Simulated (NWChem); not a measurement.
System: AlH$_{4}$O$_{4}$ anion; SMILES [OH][Al-]([OH])([OH])[OH]

Output (shortened):

```
             Northwest Computational Chemistry Package (NWChem) 7.3.0
             --------------------------------------------------------

 S4  symmetry detected

                             Geometry "geometry" -> ""
                             -------------------------

 Output coordinates in angstroms (scale by  1.889725989 to convert to a.u.)

  No.       Tag          Charge          X              Y              Z
 ---- ---------------- ---------- -------------- -------------- --------------
    1 Al                  13.0000     0.00000000     0.00000000     0.00000000
    2 O                    8.0000     1.52928574     0.00000000    -0.93424700
    3 H                    1.0000     1.87252576     0.87836648    -1.11717800
    4 O                    8.0000     0.00000000    -1.52928574     0.93424700
    5 H                    1.0000     0.87836648    -1.87252576     1.11717800
    6 O                    8.0000    -0.00000000     1.52928574     0.93424700
    7 H                    1.0000    -0.87836648     1.87252576     1.11717800
    8 O                    8.0000    -1.52928574    -0.00000000    -0.93424700
    9 H                    1.0000    -1.87252576    -0.87836648    -1.11717800

 Effective nuclear repulsion energy (a.u.)     237.9042557296

      Symmetry information
      --------------------

 Group name              S4
 Group number             37
 Group order               4
 No. of unique centers     3

  pbe96 is a nonlocal functional; adding pw91lda local functional.

                                 NWChem DFT Module
                                 -----------------

 Summary of "ao basis" -> "ao basis" (spherical)
 ------------------------------------------------------------------------------
       Tag                 Description            Shells   Functions and Types
 ---------------- ------------------------------  ------  ---------------------
 Al                          6-31g*                  8       18   4s3p1d
 O                           6-31g*                  6       14   3s2p1d
 H                           6-31g*                  2        2   2s

      Symmetry analysis of basis
      --------------------------

        a          21
        b          21
        e+         20
        e-         20

            General Information
            -------------------
          SCF calculation type: DFT
          Wavefunction type:  closed shell.
          No. of atoms     :     9
          No. of electrons :    50
           Alpha electrons :    25
            Beta electrons :    25
          Charge           :    -1
          Spin multiplicity:     1
          Use of symmetry is: on ; symmetry adaption is: on
          Maximum number of iterations: 150
          AO basis - number of functions:    82
                     number of shells:    40
          Convergence on energy requested:  1.00D-06
          Convergence on density requested:  1.00D-05
          Convergence on gradient requested:  5.00D-04

              XC Information
              --------------
          PerdewBurkeErnzerhof Exchange Functional  1.000
            Perdew 1991 LDA Correlation Functional  1.000 local
           PerdewBurkeErnz. Correlation Functional  1.000 non-local

             Grid Information
             ----------------
          Grid used for XC integration:  medium
          Radial quadrature: Mura-Knowles
          Angular quadrature: Lebedev.
          Tag              B.-S. Rad. Rad. Pts. Rad. Cut. Ang. Pts.
          ---              ---------- --------- --------- ---------
          Al                  1.25       88           8.0       590
          O                   0.60       49          10.0       434
          H                   0.35       45          10.0       434
          Grid pruning is: on
          Number of quadrature shells:   182
          Spatial weights used:  Erf1

      Superposition of Atomic Density Guess
      -------------------------------------

 Sum of atomic energies:        -542.86898979

 Renormalizing density from      49.00 to     50

      Non-variational initial energy
      ------------------------------

 Total energy =    -550.393396
 1-e energy   =   -1248.815510
 2-e energy   =     460.517858
 HOMO         =      -0.177192
 LUMO         =       0.233685

      Symmetry analysis of molecular orbitals - initial
      -------------------------------------------------

  Numbering of irreducible representations:

     1 a           2 b           3 e+          4 e-

  Orbital symmetries:

     1 a           2 a           3 e+          4 e+          5 b
     6 a           7 e+          8 e+          9 b          10 a
    11 e+         12 e+         13 b          14 a          15 b
    16 e+         17 e+         18 a          19 b          20 e+
    21 e+         22 a          23 b          24 e+         25 e+
    26 a          27 e+         28 e+         29 b          30 b
    31 e+         32 e+         33 a          34 a          35 b

   convergence    iter        energy       DeltaE   RMS-Dens  Diis-err
 ---------------- ----- ----------------- --------- --------- ---------
 d= 0,ls=0.0,diis     1   -545.3736298439 -7.83D+02  1.83D-02  7.69D-01
 d= 0,ls=0.0,diis     2   -545.3568907752  1.67D-02  8.57D-03  1.18D+00
 d= 0,ls=0.0,diis     3   -545.4627462326 -1.06D-01  2.09D-03  1.06D-01
 d= 0,ls=0.0,diis     4   -545.4724126220 -9.67D-03  3.57D-04  1.31D-03
 d= 0,ls=0.0,diis     5   -545.4725439551 -1.31D-04  8.18D-05  5.47D-05
  Resetting Diis
 d= 0,ls=0.0,diis     6   -545.4725510350 -7.08D-06  7.65D-06  4.61D-07
 d= 0,ls=0.0,diis     7   -545.4725510896 -5.46D-08  7.03D-07  1.41D-09

         Total DFT energy =     -545.472551089589
      One electron energy =    -1241.043006150019
           Coulomb energy =      512.167587203826
    Exchange-Corr. energy =      -54.501387872986
 Nuclear repulsion energy =      237.904255729590

 Numeric. integr. density =       49.999994557190

                  Occupations of the irreducible representations
                  ----------------------------------------------

                     irrep           alpha         beta
                     --------     --------     --------
                     a                 7.0          7.0
                     b                 6.0          6.0
                     e+               12.0         12.0
                     e-                0.0          0.0

                       DFT Final Molecular Orbital Analysis
                       ------------------------------------

 Vector   23  Occ=2.000000D+00  E=-2.860142D-02  Symmetry=a
              MO Center= -1.9D-14,  9.2D-16,  7.7D-15, r^2= 3.7D+00
   Bfn.  Coefficient  Atom+Function         Bfn.  Coefficient  Atom+Function
  ----- ------------  ---------------      ----- ------------  ---------------
    23      0.258181  2 O  pz                39     -0.258181  4 O  pz
    55     -0.258181  6 O  pz                71      0.258181  8 O  pz
    27      0.214466  2 O  pz                43     -0.214466  4 O  pz
    59     -0.214466  6 O  pz                75      0.214466  8 O  pz
    21      0.163078  2 O  px                38     -0.163078  4 O  py

 Vector   24  Occ=2.000000D+00  E=-1.249402D-02  Symmetry=e+
              MO Center=  7.1D-15,  2.3D-13,  6.8D-01, r^2= 3.4D+00
   Bfn.  Coefficient  Atom+Function         Bfn.  Coefficient  Atom+Function
  ----- ------------  ---------------      ----- ------------  ---------------
    39      0.321815  4 O  pz                55     -0.321815  6 O  pz
    38      0.270631  4 O  py                54      0.270631  6 O  py
    43      0.256867  4 O  pz                59     -0.256867  6 O  pz
    42      0.211925  4 O  py                58      0.211925  6 O  py
    23     -0.121107  2 O  pz                71      0.121107  8 O  pz

 Vector   25  Occ=2.000000D+00  E=-1.249402D-02  Symmetry=e+
              MO Center=  4.2D-14,  7.8D-15, -6.8D-01, r^2= 3.4D+00
   Bfn.  Coefficient  Atom+Function         Bfn.  Coefficient  Atom+Function
  ----- ------------  ---------------      ----- ------------  ---------------
    23      0.321815  2 O  pz                71     -0.321815  8 O  pz
    21      0.270631  2 O  px                69      0.270631  8 O  px
    27      0.256867  2 O  pz                75     -0.256867  8 O  pz
    25      0.211925  2 O  px                73      0.211925  8 O  px
    39      0.121107  4 O  pz                55     -0.121107  6 O  pz

 Vector   26  Occ=0.000000D+00  E= 1.889763D-01  Symmetry=a
              MO Center=  2.3D-16,  9.7D-16, -1.3D-16, r^2= 6.5D+00
   Bfn.  Coefficient  Atom+Function         Bfn.  Coefficient  Atom+Function
  ----- ------------  ---------------      ----- ------------  ---------------
    10      1.156927  1 Al s                 24     -0.437939  2 O  s
    40     -0.437939  4 O  s                 56     -0.437939  6 O  s
    72     -0.437939  8 O  s                 34      0.304742  3 H  s
    50      0.304742  5 H  s                 66      0.304742  7 H  s
    82      0.304742  9 H  s                  6     -0.224395  1 Al s

 Vector   27  Occ=0.000000D+00  E= 2.347385D-01  Symmetry=e+
              MO Center=  3.1D-17,  2.3D-16, -5.0D-02, r^2= 7.7D+00
   Bfn.  Coefficient  Atom+Function         Bfn.  Coefficient  Atom+Function
  ----- ------------  ---------------      ----- ------------  ---------------
    12      0.933428  1 Al py                40      0.475348  4 O  s
    56     -0.475348  6 O  s                 50     -0.325263  5 H  s
    66      0.325263  7 H  s                 34      0.269668  3 H  s
    82     -0.269668  9 H  s                 11      0.231836  1 Al px
    26     -0.224431  2 O  py                74     -0.224431  8 O  py

 Vector   28  Occ=0.000000D+00  E= 2.347385D-01  Symmetry=e+
              MO Center=  3.5D-16, -1.1D-16,  5.0D-02, r^2= 7.7D+00
   Bfn.  Coefficient  Atom+Function         Bfn.  Coefficient  Atom+Function
  ----- ------------  ---------------      ----- ------------  ---------------
    11      0.933428  1 Al px                24     -0.475348  2 O  s
    72      0.475348  8 O  s                 34      0.325263  3 H  s
    82     -0.325263  9 H  s                 50      0.269668  5 H  s
    66     -0.269668  7 H  s                 12     -0.231836  1 Al py
    41     -0.224431  4 O  px                57     -0.224431  6 O  px

     Multipole analysis of the density
     ---------------------------------

     L   x y z        total         alpha         beta         nuclear
     -   - - -        -----         -----         ----         -------
     0   0 0 0     -1.000000    -25.000000    -25.000000     49.000000

     1   1 0 0      0.000000      0.000000      0.000000     -0.000000
     1   0 1 0     -0.000000     -0.000000     -0.000000     -0.000000
     1   0 0 1      0.000000      0.000000      0.000000      0.000000

     2   2 0 0    -30.136327    -97.158359    -97.158359    164.180392
     2   1 1 0     -0.000000     -0.000000     -0.000000      0.000000
     2   1 0 1     -0.000000     -0.000000     -0.000000      0.000000
     2   0 2 0    -30.136327    -97.158359    -97.158359    164.180392
     2   0 1 1      0.000000      0.000000      0.000000      0.000000
     2   0 0 2    -32.052703    -74.810544    -74.810544    117.568384

            General Information
            -------------------
          SCF calculation type: DFT
          Wavefunction type:  closed shell.
          No. of atoms     :     9
          No. of electrons :    50
           Alpha electrons :    25
            Beta electrons :    25
          Charge           :    -1
          Spin multiplicity:     1
          Use of symmetry is: on ; symmetry adaption is: on
          Maximum number of iterations: 150
          AO basis - number of functions:    82
                     number of shells:    40
          Convergence on energy requested:  1.00D-06
          Convergence on density requested:  1.00D-05
          Convergence on gradient requested:  5.00D-04

              XC Information
              --------------
          PerdewBurkeErnzerhof Exchange Functional  1.000
            Perdew 1991 LDA Correlation Functional  1.000 local
           PerdewBurkeErnz. Correlation Functional  1.000 non-local

             Grid Information
             ----------------
          Grid used for XC integration:  medium
          Radial quadrature: Mura-Knowles
          Angular quadrature: Lebedev.
          Tag              B.-S. Rad. Rad. Pts. Rad. Cut. Ang. Pts.
          ---              ---------- --------- --------- ---------
          Al                  1.25       88           8.0       590
          O                   0.60       49          10.0       434
          H                   0.35       45          10.0       434
          Grid pruning is: on
          Number of quadrature shells:   182
          Spatial weights used:  Erf1

          Convergence Information
          -----------------------
          Convergence aids based upon iterative change in
          total energy or number of iterations.
          Levelshifting, if invoked, occurs when the
          HOMO/LUMO gap drops below (HL_TOL):  1.00D-02
          DIIS, if invoked, will attempt to extrapolate
          using up to (NFOCK): 10 stored Fock matrices.

                    Damping( 0%)  Levelshifting(0.5)       DIIS
                  --------------- ------------------- ---------------
          dE  on:    start            ASAP                start
          dE off:    2 iters        150 iters           150 iters

                            NWChem DFT Gradient Module
                            --------------------------

  charge          =  -1.00
  wavefunction    = closed shell

  Using symmetry

                         DFT ENERGY GRADIENTS

    atom               coordinates                        gradient
                 x          y          z           x          y          z
   1 Al      0.000000   0.000000   0.000000    0.000000   0.000000   0.000000
   2 O       2.889931   0.000000  -1.765471    0.001204   0.015502  -0.000163
   3 H       3.538561   1.659872  -2.111160   -0.000401  -0.012850   0.000122
   4 O       0.000000  -2.889931   1.765471    0.015502  -0.001204   0.000163
   5 H       1.659872  -3.538561   2.111160   -0.012850   0.000401  -0.000122
   6 O      -0.000000   2.889931   1.765471   -0.015502   0.001204   0.000163
   7 H      -1.659872   3.538561   2.111160    0.012850  -0.000401  -0.000122
   8 O      -2.889931  -0.000000  -1.765471   -0.001204  -0.015502  -0.000163
   9 H      -3.538561  -1.659872  -2.111160    0.000401   0.012850   0.000122
```

Level: PBE/6-31G* (spherical d). Sets without diffuse functions describe the anion's extra electron poorly. All runs use the structure optimised with B3LYP/def2-SVPD. No frequency run checked for a minimum.

Task: Write an input that gives this output.

Result: One answer among several that fit: the input that was run:
```
start job
memory heap 200 mb stack 900 mb global 1100 mb
charge -1
geometry units angstroms noautoz
  Al     0.000000     0.000000     0.000000
  O      1.122239    -1.038891    -0.934247
  H      1.970821    -0.627491    -1.117178
  O     -1.038891    -1.122239     0.934247
  H     -0.627491    -1.970821     1.117178
  O      1.038891     1.122239     0.934247
  H      0.627491     1.970821     1.117178
  O     -1.122239     1.038891    -0.934247
  H     -1.970821     0.627491    -1.117178
end
basis spherical
  * library 6-31g*
end
dft
  xc xpbe96 cpbe96
  iterations 150
end
task dft gradient
```
